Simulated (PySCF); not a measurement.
## Correlation energy of Er (erbium, neutral)

[Xe] 4f12 6s1 6p1, one real determinant (an excited configuration). All numbers are calculated (PySCF 2.14, scalar relativity by spin-free X2C-1e, in ANO-RCC-VTZP (8s7p5d3f2g1h, 104 functions)). Frozen: [Kr] 4d10; 22 electrons correlated.

MP2 pair energies summed by pair of shells (mhartree):

| pair | energy | share (%) |
| --- | --- | --- |
| 4f-4f | -573.06 | 50.4 |
| 4f-5p | -297.99 | 26.2 |
| 5p-5p | -127.60 | 11.2 |
| 4f-5s | -67.19 | 5.9 |
| 5s-5p | -33.03 | 2.9 |
| 5p-6s | -13.00 | 1.1 |
| 4f-6s | -8.98 | 0.8 |
| 5s-5s | -6.40 | 0.6 |
| 5p-6p | -4.78 | 0.4 |
| 4f-6p | -3.52 | 0.3 |
| 6s-6p | -1.23 | 0.1 |
| 5s-6s | -0.73 | 0.1 |
| 5s-6p | -0.30 | 0.0 |

Total MP2 correlation energy: -1137.8 mhartree.

Same-spin part -438.32 and opposite-spin part -699.49 mhartree; SCS-MP2 scales them by 1/3 and 6/5 to -985.50 mhartree.

The basis was made for the ground configuration and has no added diffuse functions, which can raise the energy of the promoted electron.

The reference is one real determinant that mixes LS terms of this configuration.
